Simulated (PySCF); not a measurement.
## Low-lying terms of Si⁴⁺ (silicon, charge +4)

Ground state [Ne], ¹S. All numbers are calculated (PySCF 2.14, the spin-free X2C one-electron Hamiltonian (Gaussian nucleus), in x2c-SVPall with two added diffuse shells each of s, p type (6s5p1d, 26 functions)). Vertical excitation energies in eV without spin-orbit coupling; excited terms of each kind are numbered among those the solver found. Frozen: 1s2.

```csv
term,leading excitation,EOM-EE-CCSD
1 3P°,2p → s,105.94
1 1P°,2p → s,106.72
1 3S,2p → p,114.23
1 3D,2p → p,115.53
1 1D,2p → p,115.97
1 1P,2p → p,116.23
1 3P,2p → p,116.24
1 1S,2p → p,120.40
2 3P°,2p → d,131.59
1 3F°,2p → d,131.91
1 1F°,2p → d,131.96
2 1P°,2p → d,132.05
2 3S,2p → p,140.87
2 1D,2p → p,141.34
```

The solver can miss terms.
